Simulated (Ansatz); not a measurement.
Species: CH₅Ge, charge 0, doublet. CH5Ge (SMILES [GeH3][CH2], doublet).
B3LYP-D3(BJ)/def2-TZVP minimum from Ansatz (an electronic-structure program):
```xyz
7

Ge     0.2056     0.1820    -0.2140
C     -0.9386    -0.8253     0.9666
H      1.6122     0.3567     0.3997
H      0.3578    -0.5565    -1.5558
H     -0.3881     1.5813    -0.4550
H     -1.5371    -0.3466     1.7316
H     -0.9930    -1.9060     0.9285
```
Charge 0, spin multiplicity 2.

Total energies in cc-pVDZ, 13 correlated electrons, 15 frozen orbitals. Open shells are spin-unrestricted; no spin-orbit coupling. Correlated methods leave the cores frozen (noble-gas shells, and filled d and f shells in the p block). No relativity.

```
method    program  energy (Eh)  minus CCSDT(Q) (mEh)
--------  -------  -----------  --------------------
HF         Ansatz  -2116.05755                269.32
MP2        Ansatz  -2116.27720                 49.67
CCSD       Ansatz  -2116.31986                  7.01
CCSD(T)    Ansatz  -2116.32563                  1.24
CCSDT(Q)   Ansatz  -2116.32687                  0.00
```

Rough core times of Ansatz's runs on a shared machine: CCSD(T) under 20 s, CCSDT(Q) 3 min.
